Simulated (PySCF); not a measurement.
## Electronic structure of Sc⁺ (scandium, charge +1) at the LDA level

Configuration: [Ar] 3d1 4s1, high-spin 3D determinant. Calculation: PySCF 2.14, in 6-31G* (5s4p2d1f, 34 functions); the non-relativistic Hamiltonian (point nucleus).

- Total energy: -758.357 hartree
- One-electron energy: -1034.630 hartree
- Hartree (Coulomb) energy: 313.079 hartree
- Exchange-correlation energy: -36.806 hartree
- Kinetic energy: 759.09451 hartree
- ⟨S²⟩: 2.0002
- ⟨L²⟩: 6.007
- Sum of ⟨r⟩: 16.94 bohr
- Sum of ⟨r²⟩: 29.75 bohr²
- Traceless quadrupole moment −½Σ⟨3z² − r²⟩ along its main axis: 0.948 e·bohr²
- Density at the nucleus (Gaussians lack the cusp): 5810 bohr⁻³
- Spin density at the nucleus: 2.21 bohr⁻³
- Langevin diamagnetic susceptibility: -23.6 ×10⁻⁶ cm³/mol
- Time after the integrals: 0.22 s of wall time on 1 thread of Intel(R) Xeon(R) Platinum 8375C CPU @ 2.90GHz (shared host)

| shell | electrons | mean orbital energy (hartree) | spread (hartree) | rms radius, mean of both spins (bohr) |
| --- | --- | --- | --- | --- |
| 1s α | 1 | -160.41854 | 0 | 0.0853 |
| 1s β | 1 | -160.41727 | 0 | 0.0853 |
| 2s α | 1 | -17.48484 | 0 | 0.376 |
| 2s β | 1 | -17.47524 | 0 | 0.376 |
| 2p α | 3 | -14.51946 | 0.01155 | 0.343 |
| 2p β | 3 | -14.51166 | 0.01724 | 0.343 |
| 3s α | 1 | -2.27216 | 0 | 1.16 |
| 3s β | 1 | -2.24125 | 0 | 1.16 |
| 3p α | 3 | -1.51508 | 0.01851 | 1.27 |
| 3p β | 3 | -1.48304 | 0.04329 | 1.27 |
| 3d α | 1 | -0.39340 | 0 | 1.83 |
| 4s α | 1 | -0.37841 | 0 | 3.60 |
